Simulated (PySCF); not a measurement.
**Ni²⁺ (nickel, charge +2): UHF calculation**

Configuration: [Ar] 3d7 4p1, one real determinant (an excited configuration). Computed with PySCF 2.14 in aug-cc-pVDZ, with no relativity, point nucleus.

```json
{
 "Total energy": "-1505.575085 hartree",
 "One-electron energy": "-2064.4192 hartree",
 "Hartree (Coulomb) energy": "619.9740 hartree",
 "Exchange energy": "-61.1299 hartree",
 "Kinetic energy": "1506.29437 hartree",
 "⟨S²⟩": "6.0027",
 "⟨L²⟩": "13.951",
 "Sum of ⟨r⟩": "17.05 bohr",
 "Sum of ⟨r²⟩": "21.78 bohr²",
 "Traceless quadrupole moment −½Σ⟨3z² − r²⟩ along its main axis": "-3.45 e·bohr²",
 "Density at the nucleus (Gaussians lack the cusp)": "14800 bohr⁻³",
 "Spin density at the nucleus": "0.387 bohr⁻³",
 "Langevin diamagnetic susceptibility": "-17.2 ×10⁻⁶ cm³/mol"
}
```

```json
{"shell": "1s α", "electrons": "1", "mean orbital energy (hartree)": "-306.67469", "spread (hartree)": "0", "rms radius, mean of both spins (bohr)": "0.0635"}
{"shell": "1s β", "electrons": "1", "mean orbital energy (hartree)": "-306.66894", "spread (hartree)": "0", "rms radius, mean of both spins (bohr)": "0.0635"}
{"shell": "2s α", "electrons": "1", "mean orbital energy (hartree)": "-39.06283", "spread (hartree)": "0", "rms radius, mean of both spins (bohr)": "0.268"}
{"shell": "2s β", "electrons": "1", "mean orbital energy (hartree)": "-38.93493", "spread (hartree)": "0", "rms radius, mean of both spins (bohr)": "0.268"}
{"shell": "2p α", "electrons": "3", "mean orbital energy (hartree)": "-34.08545", "spread (hartree)": "0.01322", "rms radius, mean of both spins (bohr)": "0.239"}
{"shell": "2p β", "electrons": "3", "mean orbital energy (hartree)": "-33.95855", "spread (hartree)": "0.00496", "rms radius, mean of both spins (bohr)": "0.239"}
{"shell": "3s α", "electrons": "1", "mean orbital energy (hartree)": "-6.10375", "spread (hartree)": "0", "rms radius, mean of both spins (bohr)": "0.799"}
{"shell": "3s β", "electrons": "1", "mean orbital energy (hartree)": "-5.79347", "spread (hartree)": "0", "rms radius, mean of both spins (bohr)": "0.799"}
{"shell": "3p α", "electrons": "3", "mean orbital energy (hartree)": "-4.51937", "spread (hartree)": "0.02234", "rms radius, mean of both spins (bohr)": "0.840"}
{"shell": "3p β", "electrons": "3", "mean orbital energy (hartree)": "-4.14444", "spread (hartree)": "0.03004", "rms radius, mean of both spins (bohr)": "0.840"}
{"shell": "3d α", "electrons": "5", "mean orbital energy (hartree)": "-1.84459", "spread (hartree)": "0.06223", "rms radius, mean of both spins (bohr)": "1.00"}
{"shell": "3d β", "electrons": "2", "mean orbital energy (hartree)": "-1.69195", "spread (hartree)": "0.00932", "rms radius, mean of both spins (bohr)": "1.00"}
{"shell": "4p α", "electrons": "1", "mean orbital energy (hartree)": "-0.76205", "spread (hartree)": "0", "rms radius, mean of both spins (bohr)": "2.95"}
```

⟨L²⟩ = 13.95 against 20 for a pure G term, so this real determinant mixes terms.

Spin-orbit constants ζ (cm⁻¹) from the X2C one-electron operator on these orbitals (non-relativistic here): bare nucleus, nucleus screened by l(l+1)(2l+1)/3 electrons, and screened by the Breit-Pauli mean field of the electrons.

```json
{"shell": "2p", "bare": "93960", "screened nucleus": "87250", "mean field": "84100"}
{"shell": "3p", "bare": "11950", "screened nucleus": "11100", "mean field": "10620"}
{"shell": "3d", "bare": "1307", "screened nucleus": "840.3", "mean field": "771.0"}
{"shell": "4p", "bare": "777.1", "screened nucleus": "721.6", "mean field": "686.0"}
```

To first order the Landé constant is A = -101.7 cm⁻¹, so the lowest level has J = 6 and lies 0.101 eV below the centre of the term. This holds in LS coupling only.
